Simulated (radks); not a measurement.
The osmium ion Os32+, 44 electrons, occupied as [Kr] 4d8 (the NIST ground configuration).

Calculated with a radial shooting solver on a logarithmic mesh with Libxc functionals: scalar-relativistic Kohn-Sham, PBE, spin-polarised, spherical densities, finite nucleus; open shells are filled with parallel spins first (spin-orbit coupling, left out, can overturn this in heavy ions); Fermi nuclear charge, rms radius 5.4126 fm.

Energy parts (Ry):
part                       energy
total                 -33428.9456
kinetic                37156.5856
electron-nucleus      -78688.8336
Hartree                 8681.2200
exchange-correlation    -577.9176

Orbitals (lengths in bohr, moments of r in powers of bohr; <r^-3> diverges for s and p1/2; r(max) is where P^2 peaks):
| orbital | occ. | eigenvalue (Ry) | r(max) | <r> | <r^-3> |
|---|---|---|---|---|---|
| 1s up | 1 | -5517.204 | 0.01103 | 0.01774 | - |
| 1s down | 1 | -5517.201 | 0.01103 | 0.01774 | - |
| 2s up | 1 | -1035.570 | 0.06342 | 0.07493 | - |
| 2s down | 1 | -1035.418 | 0.06341 | 0.07492 | - |
| 2p up | 3 | -913.5274 | 0.05221 | 0.06730 | 21880 |
| 2p down | 3 | -913.4036 | 0.05220 | 0.06729 | 21880 |
| 3s up | 1 | -309.6933 | 0.1785 | 0.1930 | - |
| 3s down | 1 | -309.6215 | 0.1785 | 0.1929 | - |
| 3p up | 3 | -273.7945 | 0.1770 | 0.1933 | 4997 |
| 3p down | 3 | -273.7143 | 0.1770 | 0.1932 | 4997 |
| 3d up | 5 | -234.0158 | 0.1441 | 0.1749 | 632.8 |
| 3d down | 5 | -233.8915 | 0.1442 | 0.1748 | 632.6 |
| 4s up | 1 | -127.6186 | 0.3903 | 0.4029 | - |
| 4s down | 1 | -127.2718 | 0.3902 | 0.4030 | - |
| 4p up | 3 | -114.7824 | 0.4045 | 0.4184 | 1456 |
| 4p down | 3 | -114.4418 | 0.4044 | 0.4186 | 1454 |
| 4d up | 5 | -99.44138 | 0.4021 | 0.4224 | 175.7 |
| 4d down | 3 | -99.10173 | 0.4021 | 0.4227 | 175.5 |

The highest occupied level is 4d down at -1348.3 eV. For comparison, the ionisation energy in NIST's Atomic Spectra Database is 1364 eV (theoretical). In exact Kohn-Sham theory the highest level is minus the ionisation energy, but local and semilocal functionals leave it too shallow, through self-interaction and a potential that decays too fast; potentials with the right tail come closer. The electron density at the nucleus is 1.789e+06 e/bohr^3 (large components only). The density falls to 0.001 e/bohr^3 at r = 1.15 bohr. Spin moment in Bohr magnetons: 2. The spin density at the nucleus is -14.07 e/bohr^3 (1s -1.62, 2s -16.23, 3s -1.24, 4s 5.02). Summed over all electrons, <r^2> = 3.935 bohr^2, which gives a Langevin (diamagnetic) susceptibility term of -3.12 x 10^-6 cm^3/mol.
